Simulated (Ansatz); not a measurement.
CH$_{7}$NOSSi (`NC(S)O[SiH3]`) from Hartree–Fock to CCSD(T)

```xyz
12

N    -0.228    0.479   -1.293
C     0.651    0.584   -0.171
S     0.869    2.338    0.325
O     0.164   -0.140    0.912
Si   -0.754   -1.505    0.665
H    -1.028    1.096   -1.213
H     0.241    0.638   -2.172
H     1.629    0.192   -0.466
H     1.509    2.086    1.478
H    -2.131   -1.205    0.201
H    -0.822   -2.115    2.014
H    -0.099   -2.447   -0.279
```

Total charge 0; spin multiplicity 1. The structure was optimised at the PBE0-D4/def2-TZVP level. It is one conformer, not always the lowest. Frozen core, restricted reference, Ansatz. CBS rows extrapolate triple and quadruple zeta; past MP2 they add the triple-zeta difference.

```
     basis     HF (Eh)  MP2 corr.  CCSD corr.       (T)  CCSD(T) total
def2-TZVPP           ?   -0.92588           ?  -0.03931              ?
def2-QZVPP           ?          ?           –         –              –
 CBS(def2)  -857.87440   -1.04915    -1.09995     as TZ     -859.01366
```

**Question.** Fill in the withheld values. (An estimate is asked.)

**Answer.** The calculation gave: def2-TZVPP HF (Eh): -857.84157; def2-TZVPP CCSD corr.: -0.97668; def2-TZVPP CCSD(T) total: -858.85756; def2-QZVPP HF (Eh): -857.87042; def2-QZVPP MP2 corr.: -0.99669.
